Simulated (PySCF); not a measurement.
Fractional electron number in Mo⁺ (molybdenum, charge +1)

The 4d alpha orbital of [Kr] 4d5 is emptied in steps (occupation f), with all orbitals relaxed, ending at [Kr] 4d4. Calculation: PySCF 2.14, in aug-cc-pVDZ-PP with ECP28MDF (5s5p4d2f, 54 functions); a scalar-relativistic core potential. The exact energy is a straight line in f; departures are measured from the line between the end points of the same method.

| f | PBE0 (eV) | r2SCAN (eV) | LC-wPBE (eV) |
| --- | --- | --- | --- |
| 1 | 0.000 | 0.000 | 0.000 |
| 0.8 | -0.569 | -0.765 | -0.118 |
| 0.6 | -0.858 | -1.154 | -0.181 |
| 0.4 | -0.862 | -1.159 | -0.184 |
| 0.2 | -0.577 | -0.775 | -0.124 |
| 0 | 0.000 | 0.000 | 0.000 |

Question: For PBE0, how does the orbital energy at f = 1 compare with the removal energy?

Answer: −ε = 12.759 eV against a total-energy difference of 16.292 eV. By Janak's theorem ε = ∂E/∂f, so the gap between them reflects the curvature. Along the path −ε is 14.141 (f = 0.8), 15.555 (f = 0.6), 16.992 (f = 0.4), 18.446 (f = 0.2) eV.

```
 method  E(f=0) − E(f=1) (eV)  −ε at f=1 (eV)  −ε at f=0.4 (eV)
   PBE0                16.292          12.759            16.992
 r2SCAN                16.305          11.551            17.249
LC-wPBE                16.119          15.397            16.259
```

Reference removal energy between the ground levels: 16.16 ± 0.12 eV (semi-empirical (NIST evaluation); NIST Atomic Spectra Database, ionization energies). The calculation has no spin-orbit coupling. The determinant left behind need not be the lowest term of the ion.
